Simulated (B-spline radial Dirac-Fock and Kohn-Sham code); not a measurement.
# 3p3/2 emission of Tm²⁺

System: thulium as Tm²⁺, configuration [Xe] 4f13, inside a Watson sphere of charge -2 and radius 2.7 Å (a model of the Madelung potential; inside it an electron's potential energy is raised by 10.7 eV).

The computed values come from a B-spline atomic structure program: independent-particle rates on relativistic LDA orbitals of the hole state (multipoles up to L = 3, Coulomb Auger matrix elements, transition energies from Dirac-Fock).

```tsv
line	multipole	energy (eV)	rate (s⁻¹)	share (%)
M3-M4	E1	371.1	1.38e+11	0.441
M3-M5	E1	415.4	1.80e+12	5.76
M3-N1	E1	1409.2	5.20e+12	16.7
M3-N2	E2	1498.5	1.02e+10	0.0327
M3-N3	E2	1545.0	8.76e+09	0.0281
M3-N4	E1	1692.0	2.57e+12	8.23
M3-N5	E1	1700.4	2.05e+13	65.6
M3-O1	E1	1822.6	8.74e+11	2.80
M3-N6	E2	1877.7	1.75e+10	0.0561
M3-N7	E2	1879.1	1.02e+11	0.328
```

The listed lines hold 100.0 % of the radiative rate. The radiative width is 0.0205 eV in the length form and 0.0202 eV in the velocity form; the two differ because the transition energies are not eigenvalue differences of the potential that gave the orbitals.
